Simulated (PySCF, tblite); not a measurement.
A database entry of computed molecular properties. Lists by class give the value and the number of equivalent atoms.

```json
{
 "formula": "C7H13NO2",
 "smiles": "CCCO[C@@H]1CCNC1=O",
 "charge": 0,
 "multiplicity": 1,
 "geometry_level": "GFN2-xTB",
 "atoms_angstrom": [
  ["C", 3.71, 0.209, 0.096],
  ["C", 2.349, 0.643, -0.431],
  ["C", 1.26, -0.348, -0.038],
  ["O", 0.022, 0.133, -0.53],
  ["C", -1.073, -0.722, -0.273],
  ["C", -2.312, -0.156, -0.968],
  ["C", -2.983, 0.709, 0.106],
  ["N", -2.519, 0.116, 1.337],
  ["C", -1.445, -0.685, 1.22],
  ["O", -0.872, -1.244, 2.127],
  ["H", 4.474, 0.926, -0.193],
  ["H", 3.981, -0.766, -0.303],
  ["H", 3.693, 0.141, 1.181],
  ["H", 2.086, 1.623, -0.032],
  ["H", 2.374, 0.723, -1.519],
  ["H", 1.468, -1.338, -0.474],
  ["H", 1.221, -0.46, 1.053],
  ["H", -0.828, -1.748, -0.587],
  ["H", -2.024, 0.424, -1.841],
  ["H", -2.971, -0.968, -1.272],
  ["H", -2.656, 1.753, 0.032],
  ["H", -4.073, 0.676, 0.046],
  ["H", -2.887, 0.388, 2.234]
 ],
 "electronic_structure_code": "PySCF",
 "results": {
  "GFN2-xTB geometry": {
   "point_group": "C1",
   "rotational_constants_GHz": [2.636, 0.715, 0.623]
  },
  "PBE0/pcSseg-1 ground state and GIAO shieldings, non-relativistic": {
   "dipole_D": 3.04,
   "homo_eV": -6.74,
   "lumo_eV": 0.6,
   "shift_vs_computed_TMS_C_by_class_ppm": [
    [175.0, 1],
    [79.1, 1],
    [76.2, 1],
    [43.2, 1],
    [33.7, 1],
    [27.6, 1],
    [11.5, 1]
   ],
   "shift_vs_computed_TMS_H_by_class_ppm": [
    [4.35, 1],
    [4.24, 1],
    [3.79, 1],
    [3.57, 1],
    [3.31, 1],
    [3.29, 1],
    [2.3, 1],
    [2.11, 1],
    [1.64, 1],
    [1.59, 1],
    [0.93, 3]
   ],
   "shielding_other_nuclei_by_class_ppm": [
    ["N", 139.5, 1],
    ["O", -60.0, 1],
    ["O", 267.9, 1]
   ],
   "charges_hirshfeld_e_by_atom": [-0.11, -0.07, 0.0, -0.13, 0.04, -0.07, -0.02, -0.1, 0.16, -0.3, 0.04, 0.04, 0.04, 0.04, 0.04, 0.03, 0.03, 0.04, 0.05, 0.05, 0.04, 0.05, 0.14]
  },
  "GFN2-xTB harmonic vibrations, gas phase": {
   "strongest_ir_bands_cm-1_km_per_mol_modes": [
    [510.5, 125.4, 1],
    [1113.6, 60.1, 1],
    [1383.6, 75.5, 1],
    [1793.9, 599.1, 1],
    [2853.0, 59.4, 1],
    [2864.2, 52.3, 1]
   ],
   "zpe_kcal_per_mol": 122.5
  }
 }
}
```

The rotational constants make it an asymmetric top with κ = (2B − A − C)/(A − C) = -0.91, nearer the prolate limit (−1). The dipole equals about 10.1 × 10⁻³⁰ C·m (1 D = 3.33564 × 10⁻³⁰ C·m).

 NMR classes are plain means over equivalent atoms (diastereotopic ones count apart unless rotation or inversion swaps them), as if these changed places fast; in this geometry the members of some classes differ.

For the NMR shielding job (PBE0/pcSseg-1), hardware: x86-64 server, one thread, on a shared host. Cost: 82 s (with the writing of density and orbital grids).

One conformer stands for the species.
